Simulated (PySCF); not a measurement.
**Working out the excitation energy of Kr²⁺**

Kr²⁺ [Ar] 3d10 4s2 4p4 (3P) → Kr²⁺ [Ar] 3d10 4s1 4p4 4d1 (high-spin determinant). Computed with PySCF 2.14 in aug-cc-pVDZ-DK (6s5p3d, 36 functions), with the spin-free X2C one-electron Hamiltonian (Gaussian nucleus). Frozen: [Ar] 3d10. Energies in hartree (1 hartree = 27.21139 eV):

| part | Kr²⁺ (lower) | Kr²⁺ (upper) |
| --- | --- | --- |
| UHF | -2786.714897 | -2785.560350 |
| MP2 opposite-spin | -0.056877 | -0.048338 |
| MP2 same-spin | -0.018387 | -0.013290 |

What does Hartree-Fock give?

(-2785.560350) − (-2786.714897) = 1.154547 hartree = 31.417 eV.

What do MP2 and SCS-MP2 (6/5 opposite-spin, 1/3 same-spin) give?

The opposite-spin parts differ by 0.232 eV and the same-spin parts by 0.139 eV. MP2: 31.417 + (0.232) + (0.139) = 31.788 eV. SCS-MP2: 31.417 + 1.2 × (0.232) + (0.139)/3 = 31.742 eV.

One determinant mixes LS terms, so it does not stand for a single term.

A double-zeta basis recovers only part of the correlation energy.
